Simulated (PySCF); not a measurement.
Cyclo-(AsH)3.
Z-matrix (Å and degrees, PBE0-D3(BJ)/def2-SVP geometry), rows numbered from 1:
```
As
As  1  2.4429
As  2  2.4411  1   60.55
H   1  1.5275  2   91.59  3    94.09
H   2  1.5294  1   90.97  3    90.78
H   3  1.5276  1   94.22  2    88.99
```

The closed-shell ground state was solved at several levels (PySCF, density fitting, gas phase). Relativistic effects, spin–orbit coupling among them, are left out although an element past zinc is present.

| level | basis functions | HOMO (eV) | LUMO (eV) | gap (eV) | dipole (D) |
| --- | --- | --- | --- | --- | --- |
| B3LYP/pcJ-1 (pcSseg-1 on As) | 153 | -7.07 | -1.27 | 5.80 | 0.33 |
| B3LYP/pcSseg-1 | 138 | -7.07 | -1.27 | 5.80 | 0.33 |
| PBE0/pcSseg-1 | 138 | -7.33 | -1.15 | 6.18 | 0.41 |

Question: Estimate the row for CAM-B3LYP/def2-SVPD, a basis of 138 functions; the other rows only guide the guess.

Answer: HOMO -8.35 eV, LUMO -0.14 eV, gap 8.21 eV, dipole 0.29 D.

Question: How far do the dipole and the HOMO energy spread over the levels?

Answer: The dipole runs from 0.29 to 0.41 D (mean 0.34 D) and the HOMO from -8.35 to -7.07 eV.

One conformer stands for the species.
